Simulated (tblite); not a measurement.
Species: C5H9ClSi.
Z-matrix (Å and degrees, GFN2-xTB geometry), rows numbered from 1:
```
C 
C   1  1.5017
C   2  1.4943  1  115.72
Cl  3  1.8020  2  109.93  1   -75.37
C   2  1.3210  1  123.41  3  -178.55
C   5  1.5047  2  137.34  1    -0.24
Si  5  1.8531  2  154.56  1   175.55
H   1  1.0894  2  109.83  3    55.07
H   1  1.0861  2  110.55  3   175.48
H   1  1.0902  2  110.28  3   -63.89
H   3  1.0900  2  112.19  1    41.97
H   3  1.0890  2  111.59  1   167.00
H   6  1.0835  5  116.01  7  -114.15
H   6  1.0834  5  115.63  7   113.37
H   7  1.4532  5  118.76  6  -102.59
H   7  1.4516  5  119.10  6   103.10
```

Computed with GFN2-xTB (tblite): harmonic, unscaled wavenumbers at the GFN2-xTB geometry, gas phase. Errors from tens to a few hundred cm⁻¹ against measured bands are possible. Modes of hydrogen on silicon can be 10 to 20 % off. One conformer, not necessarily the lowest.

Harmonic wavenumbers (cm⁻¹): 41.5, 111.9, 129.7, 142.7, 148.1, 235.7, 313.4, 419.1, 442.6, 454.0, 473.9, 552.1, 606.4, 683.1, 700.6, 725.4, 768.1, 892.3, 901.7, 971.3, 995.1, 1023.3, 1035.9, 1082.7, 1176.0, 1217.1, 1219.2, 1390.4, 1417.3, 1423.6, 1475.7, 1477.6, 1768.7, 2344.0, 2359.5, 2975.3, 2992.4, 2995.4, 3013.9, 3028.9, 3030.9, 3057.1.

A = 2882, B = 973.7, C = 796.8 MHz; mass 132.016 u (most abundant isotopes); point group C1, symmetry number 1.

Zero-point energy?

Half the sum of the wavenumbers: 26107 cm⁻¹ = 312.31 kJ/mol.

Give the ideal-gas entropy at 200 K and 1 bar in the rigid-rotor, harmonic-oscillator model (classical rotation).

Translation 161.45, rotation 117.84, vibration 71.41: S = 350.7 J/(mol K).

And Cp and H(200 K) − H(0)?

Cp = 112.23 J/(mol K), of which vibrations give 78.97 (their classical limit is 42 R = 349.2); H(200 K) − H(0) = 14.53 kJ/mol without the zero-point energy, 7.87 from vibrations.

What must be added to the electronic energy to get the Gibbs energy at 200 K and 1 bar?

ZPE + [H(200 K) − H(0)] − T·S = 312.31 + 14.53 − 70.14 = 256.70 kJ/mol.

Blend soft modes into free rotors: weight 1/[1 + (100 cm⁻¹/ν̃)⁴] for the oscillator and the rest for a rotor with moment μB/(μ + B), μ = h/(8π²ν), B = 10⁻⁴⁴ kg m². What vibrational entropy results?

67.15 J/(mol K) in place of 71.41, which changes −T·S at 200 K by +0.85 kJ/mol.

Hindered rotation and anharmonicity are outside this model. Other conformers, if any are populated, would add a mixing term that is left out. The structure is chiral; the term R ln 2 for an equal mix with its mirror image is left out.
